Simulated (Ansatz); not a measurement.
Si₄N₄O₂ (the lowest singlet isomer of a short search). Total charge 0; singlet. Geometry PBE0-D4/def2-SVP, basis def2-TZVP, Ansatz.

```xyz
10

Si   -0.654    0.656   -0.743
Si    0.360   -0.287   -2.658
Si   -0.360    0.288    2.658
Si    0.654   -0.656    0.743
N     0.865   -0.901    2.346
N    -0.865    0.901   -2.346
N    -0.663    0.626    0.910
N     0.663   -0.626   -0.910
O     1.038   -0.921   -3.862
O    -1.038    0.921    3.862
```

```json
{"run": "A", "HOMO (eV)": "-7.34", "LUMO (eV)": "-4.67"}
{"run": "B", "HOMO (eV)": "-7.19", "LUMO (eV)": "-4.56"}
{"run": "C", "HOMO (eV)": "-8.83", "LUMO (eV)": "-3.90"}
{"run": "D", "HOMO (eV)": "-8.55", "LUMO (eV)": "-4.13"}
{"run": "E", "HOMO (eV)": "-7.64", "LUMO (eV)": "-4.50"}
{"run": "F", "HOMO (eV)": "-11.59", "LUMO (eV)": "-1.70"}
```

LC-ωPBE has ω = 0.4 bohr⁻¹. B3LYP takes the VWN-RPA correlation. The structure comes from a short search, and lower isomers may exist.

Question: The runs used B3LYP, BLYP, LC-ωPBE, PBE, PBE0, r2SCAN. Estimate which is which.

Answer: A PBE (0 % exact exchange); B BLYP (0 % exact exchange); C PBE0 (25 % exact exchange); D B3LYP (20 % exact exchange); E r2SCAN (0 % exact exchange); F LC-ωPBE (range-separated). Exact exchange lowers occupied and raises empty levels; among semilocal functionals meta-GGAs tend to open the gap a little, and such runs are hard to tell apart. The gap grows from 2.63 eV (BLYP) to 9.89 eV (LC-ωPBE).
